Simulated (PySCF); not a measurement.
Job for PySCF: R-HF/3-21G on hydrogen selenide (SMILES [SeH2]), a point of a bond scan (R = 2.573 Å).

```python
from pyscf import gto, scf, dft, mp
from pyscf.data.elements import chemcore

mol = gto.M(
    atom='''
    Se    0.00006887    0.05705775    0.00248776
    H    -1.84194314   -1.73835319   -0.06870903
    H     1.05016787   -0.97107215   -0.04638768
    ''',
    basis='3-21g',
    charge=0, spin=0, verbose=3, max_memory=1800)
mf = scf.RHF(mol)
mf.conv_tol = 1e-8
mf.max_cycle = 100
mf.kernel()
if not mf.converged:
    mf = mf.newton().run(mf.mo_coeff, mf.mo_occ)
```

The log:

```
converged SCF energy = -2389.47899299577
```

The calculation finished and met its thresholds.

Cost: around 0.12 core-seconds (rough).
